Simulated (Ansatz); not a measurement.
Isolated molecules relaxed with PBE0-D4/def2-TZVP in Ansatz; ΔE leaves out vibrations. CCSD(T)/CBS adds triple-zeta CCSD(T) − MP2 to the extrapolated MP2 energy (def2 sets, frozen cores). Functionals use def2-TZVPP. B3LYP here is the variant with VWN-RPA as its local correlation; programs differ in this. For Ge outer-core shells are correlated without core-valence functions, which leaves a few kJ/mol of doubt a bond. Scalar relativity is left out up to krypton.

Consider the isomerisation: `CC#[C][GeH3]` → `C=C=[CH][GeH3]`.

```csv
species,B3LYP energy (Eh)
`CC#[C][GeH3]`,-2194.96505
`C=C=[CH][GeH3]`,-2194.95983
```

Problem. Work out ΔE.

Solution. ΔE = (-2194.95983) − (-2194.96505) = 0.00522 Eh = +0.14 eV. CCSD(T)/CBS gives +0.27 eV.

Largest T1 diagnostic among the species: 0.012.

From PBE to PBE0 (25 % exact exchange), in def2-TZVPP and without D4, ΔE moves by +0.07 eV.
